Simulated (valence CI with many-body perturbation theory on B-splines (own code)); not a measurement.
**E1 line list for Gd48+**

Computed by relativistic CI+MBPT: six valence electrons over a frozen Dirac-Fock core [Ne], a basis of 9 s, 9 p, 8 d, 6 f, 3 g, 1 h functions for each j, with the one-electron correlation potential Σ1, the two-electron term Σ2, the three-electron term Σ3, Breit, model QED; selected CI, second order for the rest, scaled by the run's own slope (own B-spline code, finite nucleus).

The last digits are not significant, and no measured levels were compared; by estimate large intervals hold to a few tenths of a per cent, small ones and those within an open d or f shell to about a per cent. Among the levels kept, up to 1100 cm⁻¹ of a level comes from second order outside the variational space, and about a tenth of that is noise between levels of different J, which matters for small intervals.

Lines 51 to 100 of 156 in falling wavelength, among levels below 33.383 Ry, chosen from the strongest by gf and those to the six lowest levels. Wavelengths and rates use the calculated energies. Electric multipoles are in the length gauge with retardation, E1 and E2 with the static RPA response of the core. Weak lines are less certain than strong ones. Lines between different terms over intervals too small for the method are left out, as are lines whose strength nearly cancels. The highest levels of a list are the least certain.

Levels are named by their leading jj configuration (3d3/2^4 stands for four electrons in 3d with j = 3/2), which in mixed levels can hold well under half, so a name can repeat and another be missing. Letters in brackets count levels of one name in rising energy.

```csv
λ vac (nm),Upper,Lower,A (s⁻¹),log gf,Branch %
16.20,(3s^2 3p1/2^2 3d3/2 3d5/2) J=3,(3s^2 3p1/2 3p3/2^2 3d3/2) J=3 [a],2.32e+07,-3.19,0.0
16.05,(3s^2 3p1/2^2 3d3/2^2) J=0,(3s 3p1/2^2 3p3/2^3) J=1,1.10e+07,-4.37,0.0
15.74,(3s^2 3p1/2^2 3p3/2 3d5/2) J=3,(3s^2 3p1/2 3p3/2^3) J=2,2.25e+04,-6.23,0.0
15.12,(3s^2 3p1/2 3p3/2^2 3d5/2) J=1 [b],(3s^2 3p3/2^4) J=0,2.41e+07,-3.61,0.0
14.92,(3s^2 3p1/2^2 3d3/2 3d5/2) J=3,(3s^2 3p1/2 3p3/2^2 3d3/2) J=2 [a],1.02e+07,-3.62,0.0
14.48,(3s^2 3p1/2^2 3d3/2 3d5/2) J=2,(3s^2 3p1/2 3p3/2^2 3d3/2) J=3 [a],2.71e+06,-4.37,0.0
14.19,(3s^2 3p1/2^2 3p3/2 3d5/2) J=1,(3s^2 3p1/2 3p3/2^3) J=2,4.49e+07,-3.39,0.0
13.68,(3s^2 3p1/2^2 3d3/2 3d5/2) J=2,(3s^2 3p1/2 3p3/2^2 3d3/2) J=1 [a],3.34e+07,-3.33,0.0
13.64,(3s^2 3p3/2^4) J=0,(3s^2 3p1/2^2 3p3/2 3d5/2) J=1,3.80e+06,-4.97,2.6
13.45,(3s^2 3p1/2^2 3d3/2 3d5/2) J=2,(3s^2 3p1/2 3p3/2^2 3d3/2) J=2 [a],6.09e+07,-3.08,0.1
13.27,(3s^2 3p1/2^2 3d3/2 3d5/2) J=1,(3s^2 3p1/2 3p3/2^2 3d3/2) J=1 [a],1.20e+08,-3.02,0.1
13.17,(3s^2 3p1/2^2 3d3/2 3d5/2) J=1,(3s^2 3p1/2 3p3/2^2 3d3/2) J=0,7.50e+07,-3.23,0.1
13.06,(3s^2 3p1/2^2 3d3/2 3d5/2) J=1,(3s^2 3p1/2 3p3/2^2 3d3/2) J=2 [a],2.21e+07,-3.77,0.0
12.96,(3s^2 3p1/2^2 3p3/2 3d5/2) J=1,(3s^2 3p1/2 3p3/2^3) J=1,3.76e+06,-4.55,0.0
10.94,(3s^2 3p1/2^2 3d3/2 3d5/2) J=2,(3s 3p1/2^2 3p3/2^3) J=1,1.52e+07,-3.87,0.0
10.19,(3s^2 3p1/2^2 3d3/2 3d5/2) J=3,(3s 3p1/2^2 3p3/2^3) J=2,2.45e+06,-4.57,0.0
9.284,(3s^2 3p1/2^2 3d3/2 3d5/2) J=1,(3s 3p1/2^2 3p3/2^3) J=2,1.31e+08,-3.29,0.1
9.044,(3s^2 3p1/2^2 3d3/2^2) J=2,(3s^2 3p1/2^2 3p3/2 3d5/2) J=3,2.25e+08,-2.86,1.4
8.863,(3s 3p1/2^2 3p3/2^3) J=2,(3s^2 3p1/2 3p3/2^3) J=2,7.52e+09,-1.35,2.4
8.421,(3s^2 3p1/2^2 3d3/2^2) J=0,(3s^2 3p1/2^2 3p3/2 3d5/2) J=1,4.84e+07,-4.29,0.2
8.368,(3s 3p1/2^2 3p3/2^3) J=2,(3s^2 3p1/2 3p3/2^3) J=1,1.05e+10,-1.26,3.3
8.002,(3s^2 3p1/2^2 3d3/2^2) J=2,(3s^2 3p1/2^2 3p3/2 3d5/2) J=2,1.56e+08,-3.13,1.0
7.880,(3s 3p1/2^2 3p3/2^3) J=1,(3s^2 3p1/2 3p3/2^3) J=2,2.08e+10,-1.24,5.1
7.841,(3s^2 3p3/2^4) J=0,(3s^2 3p1/2^2 3p3/2 3d3/2) J=1,2.26e+07,-4.68,15.8
7.486,(3s 3p1/2^2 3p3/2^3) J=1,(3s^2 3p1/2 3p3/2^3) J=1,6.22e+09,-1.80,1.5
6.947,(3s^2 3p1/2 3p3/2^2 3d3/2) J=2 [a],(3s^2 3p1/2 3p3/2^3) J=2,9.50e+08,-2.46,14.7
6.889,(3s^2 3p1/2 3p3/2^2 3d3/2) J=1 [a],(3s^2 3p1/2 3p3/2^3) J=2,8.45e+09,-1.74,8.2
6.784,(3s^2 3p1/2^2 3d3/2 3d5/2) J=3,(3s^2 3p1/2^2 3p3/2 3d5/2) J=3,2.87e+09,-1.86,2.8
6.765,(3s^2 3p1/2^2 3d3/2 3d5/2) J=2,(3s^2 3p1/2^2 3p3/2 3d5/2) J=1,5.46e+09,-1.73,4.7
6.727,(3s^2 3p1/2^2 3p3/2 3d3/2) J=1,(3s^2 3p1/2^2 3p3/2^2) J=0,2.47e+09,-2.30,24.3
6.701,(3s^2 3p1/2 3p3/2^2 3d3/2) J=3 [a],(3s^2 3p1/2 3p3/2^3) J=2,7.63e+08,-2.44,4.8
6.663,(3s^2 3p1/2^2 3d3/2 3d5/2) J=1,(3s^2 3p1/2^2 3p3/2 3d5/2) J=1,1.10e+09,-2.66,1.0
6.639,(3s^2 3p1/2 3p3/2^2 3d3/2) J=2 [a],(3s^2 3p1/2 3p3/2^3) J=1,8.65e+07,-3.54,1.3
6.610,(3s^2 3p1/2 3p3/2^2 3d3/2) J=0,(3s^2 3p1/2 3p3/2^3) J=1,6.24e+09,-2.39,99.3
6.586,(3s^2 3p1/2 3p3/2^2 3d3/2) J=1 [a],(3s^2 3p1/2 3p3/2^3) J=1,2.21e+08,-3.36,0.2
6.463,(3s^2 3p1/2^2 3d3/2 3d5/2) J=2,(3s^2 3p1/2^2 3p3/2 3d5/2) J=3,1.95e+09,-2.21,1.7
6.382,(3s^2 3p1/2^2 3p3/2 3d3/2) J=2,(3s^2 3p1/2^2 3p3/2^2) J=2,4.92e+09,-1.82,100.0
6.363,(3s^2 3p1/2^2 3d3/2^2) J=2,(3s^2 3p1/2^2 3p3/2 3d3/2) J=3,4.10e+09,-1.91,25.9
6.334,(3s^2 3p1/2^2 3d3/2^2) J=2,(3s^2 3p1/2^2 3p3/2 3d3/2) J=1,6.56e+09,-1.71,41.5
6.183,(3s^2 3p1/2^2 3p3/2 3d3/2) J=1,(3s^2 3p1/2^2 3p3/2^2) J=2,7.70e+09,-1.88,75.7
6.180,(3s^2 3p1/2^2 3d3/2 3d5/2) J=3,(3s^2 3p1/2^2 3p3/2 3d5/2) J=2,4.58e+09,-1.74,4.5
6.155,(3s^2 3p1/2^2 3p3/2 3d3/2) J=3,(3s^2 3p1/2^2 3p3/2^2) J=2,2.51e+08,-3.00,100.0
6.138,(3s^2 3p1/2^2 3d3/2^2) J=2,(3s^2 3p1/2^2 3p3/2 3d3/2) J=2,4.77e+09,-1.87,30.1
6.110,(3s^2 3p1/2 3p3/2^2 3d3/2) J=2 [b],(3s^2 3p1/2 3p3/2^3) J=2,9.28e+08,-2.59,0.8
6.089,(3s^2 3p1/2^2 3d3/2 3d5/2) J=3,(3s^2 3p1/2^2 3p3/2 3d5/2) J=4,2.55e+09,-2.00,2.5
5.913,(3s^2 3p1/2^2 3d3/2 3d5/2) J=2,(3s^2 3p1/2^2 3p3/2 3d5/2) J=2,6.62e+08,-2.76,0.6
5.870,(3s^2 3p1/2 3p3/2^2 3d3/2) J=2 [b],(3s^2 3p1/2 3p3/2^3) J=1,1.62e+07,-4.38,0.0
5.835,(3s^2 3p1/2^2 3d3/2 3d5/2) J=1,(3s^2 3p1/2^2 3p3/2 3d5/2) J=2,6.67e+09,-1.99,5.8
5.782,(3s^2 3p1/2^2 3d3/2^2) J=0,(3s^2 3p1/2^2 3p3/2 3d3/2) J=1,2.19e+10,-1.96,99.7
5.774,(3s^2 3p1/2 3p3/2^2 3d3/2) J=3 [b],(3s^2 3p1/2 3p3/2^3) J=2,2.54e+07,-4.05,0.0
```

Q: How does gf follow from A for the line at 6.663 nm?

A: gf = 1.4992 × (2J+1)_upper × A / σ², with σ = 1500722 cm⁻¹ and 2J+1 = 3: gf = 0.00219.
